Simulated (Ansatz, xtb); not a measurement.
Reaction (SMILES): CC[Si](F)(F)F + C (CH4) + 3 [SiH4] (SiH4) -> CC (C2H6) + C[SiH3] [methylsilane] + 3 F[SiH3]
Each molecule is optimised on its own at B3LYP-D3(BJ)/def2-TZVP (Ansatz, a quantum-chemistry and plane-wave program), one conformer each, not searched for the lowest.
Geometry of the first species:
```xyz
11

C      2.3366    -0.0259    -0.5254
C      1.2537    -0.7004     0.3328
Si    -0.4286     0.0036     0.0974
F     -0.4760     1.5467     0.4621
F     -1.5081    -0.7239     1.0022
F     -0.9149    -0.1267    -1.4069
H      3.3111    -0.4815    -0.3463
H      2.4193     1.0374    -0.2965
H      2.1158    -0.1202    -1.5895
H      1.5025    -0.6226     1.3953
H      1.2014    -1.7709     0.1128
```

Quantity: bond separation energy (electronic energy difference), in kcal/mol. Cores are frozen in the correlated levels unless marked. Spin-orbit coupling is left out. Non-relativistic. Basis-set limits of correlation are two-point, X^-3; Hartree-Fock from the larger set. [CCSD(T)-MP2]/basis is that difference in the basis named.

| level | program | bond separation energy (kcal/mol) | minus last row |
|---|---|---|---|
| GFN2-xTB | xtb | -16.0 | -33.8 |
| HF/cc-pV(D+d)Z | Ansatz | 15.0 | -2.8 |
| BLYP-D3(BJ)/def2-TZVPD | Ansatz + dftd3 | 16.8 | -1.0 |
| revPBE-D3(BJ)/def2-TZVPD | Ansatz + dftd3 | 17.8 | 0.0 |
| r2SCAN/def2-TZVPD | Ansatz | 19.7 | 1.9 |
| B3LYP-D3(BJ)/def2-TZVPD | Ansatz + dftd3 | 17.2 | -0.6 |
| PBE0-D3(BJ)/def2-TZVPD | Ansatz + dftd3 | 18.6 | 0.8 |
| r2SCAN0/def2-TZVPD | Ansatz | 19.4 | 1.6 |
| HSE06-D4/def2-TZVPD | Ansatz + dftd4 | 19.0 | 1.2 |
| CAM-B3LYP-D3(BJ)/def2-TZVPD | Ansatz + dftd3 | 17.5 | -0.3 |
| B2GP-PLYP-D4/def2-TZVPD | Ansatz + dftd4 | 17.3 | -0.5 |
| RPA@PBE/cc-pV(Q+d)Z | Ansatz | 16.7 | -1.1 |
| RI-MP2/cc-pV(T+d)Z | Ansatz | 18.2 | 0.4 |
| SCS-MP2/STO-3G | Ansatz | 14.7 | -3.1 |
| SCS-MP2/aug-cc-pV(D+d)Z | Ansatz | 15.5 | -2.3 |
| SCS-MP2/cc-pV(D+d)Z | Ansatz | 18.1 | 0.3 |
| CCSD/aug-cc-pV(T+d)Z | Ansatz | 18.5 | 0.7 |
| CCSD(T)/cc-pV(D+d)Z | Ansatz | 20.2 | 2.4 |
| CCSD(T)/cc-pwCVTZ | Ansatz | 19.6 | 1.8 |
| CCSD(T) with core electrons (1s frozen past Ne)/cc-pwCVTZ | Ansatz | 20.0 | 2.2 |
| RI-MP2/CBS(cc-pV(T+d)Z,cc-pV(Q+d)Z)+[CCSD(T)-MP2]/cc-pV(T+d)Z | Ansatz | 17.8 | 0.0 |
